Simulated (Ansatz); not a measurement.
`[NH2][GeH2][Cl]` + `N[Si@H](F)N[Si@@H](N)Cl` → `[NH2][GeH2][NH][SiH](N)F` + `N[SiH](Cl)Cl`  (redistribution)

Gas-phase electronic energies from Ansatz, PBE0-D4/def2-TZVP geometries. CCSD(T)/CBS adds triple-zeta CCSD(T) − MP2 to the extrapolated MP2 energy (def2 sets, frozen cores). Functionals use def2-TZVPP. B3LYP here is the variant with VWN-RPA as its local correlation; programs differ in this. For Ge outer-core shells are correlated without core-valence functions, which leaves a few kJ/mol of doubt a bond. Scalar relativity is left out up to krypton. One conformer a species, not always the lowest.

Question: Is it downhill or uphill in electronic energy at CCSD(T)/CBS, and by how much? (An estimate is asked.)

Answer: Ansatz gave: Uphill: ΔE = +30.3 kJ/mol.

Question: What do these levels give: PBE0-D4, ωB97X-V, B2PLYP, PBE, r2SCAN, PBE0, B3LYP, HF/def2-TZVPP, CCSD(T)/def2-TZVPP, HF/def2-QZVPP, SCS-MP2/def2-QZVPP, MP2/CBS(def2)? (Best estimate.)

Answer: The calculation gave: PBE0-D4 33.9, ωB97X-V 33.8, B2PLYP 35.3, PBE 33.3, r2SCAN 35.4, PBE0 35.1, B3LYP 39.0, HF/def2-TZVPP 47.3, CCSD(T)/def2-TZVPP 31.2, HF/def2-QZVPP 48.2, SCS-MP2/def2-QZVPP 32.0, MP2/CBS(def2) 28.2 kJ/mol.

Largest T1 diagnostic among the species: 0.011.

In def2-TZVPP, CCSD(T) changes the Hartree–Fock value by −16.1 kJ/mol (the triples alone add −2.2 kJ/mol) and MP2 by −18.2 kJ/mol.
